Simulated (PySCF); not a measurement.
ClO₂W, doublet, geometry from GFN2-xTB (such geometries of metal compounds can be far from the true shape) (the multiplicity is a formal guess) (core potentials on Cl, W).

The PySCF input:
```python
from pyscf import gto, scf, dft

mol = gto.M(
    atom='''
W     0.10569345   -0.14536463    0.11632561
O     1.67571442   -0.57054583   -0.30281806
O    -0.63881661   -0.85554319    1.44402192
Cl   -0.94802926    1.30386438   -1.04339564
''',
    basis='lanl2dz',
    ecp={'Cl': 'lanl2dz', 'W': 'lanl2dz'},
    spin=1,
    verbose=4,
)

mf = dft.UKS(mol)
mf.xc = 'm062x'
mf = mf.density_fit(auxbasis='def2-universal-jkfit')
mf.kernel()
mf.analyze()
```

Question: What total energy does DF-M062X/LANL2DZ (PySCF) give?

Answer: -233.022177 Ha

Question: Estimate the HOMO energy that DF-M062X/LANL2DZ returns for this input.

Answer: -10.17 eV

Question: Estimate the nuclear repulsion energy that DF-M062X/LANL2DZ returns for this input.

Answer: 124.4038 Eh

Question: Give the number of basis functions at the level DF-M062X/LANL2DZ.

Answer: 48

Question: Give the <S^2> at the level DF-M062X/LANL2DZ.

Answer: 0.768

These values belong to the state on which the SCF converged, which isn't shown to be the lowest.
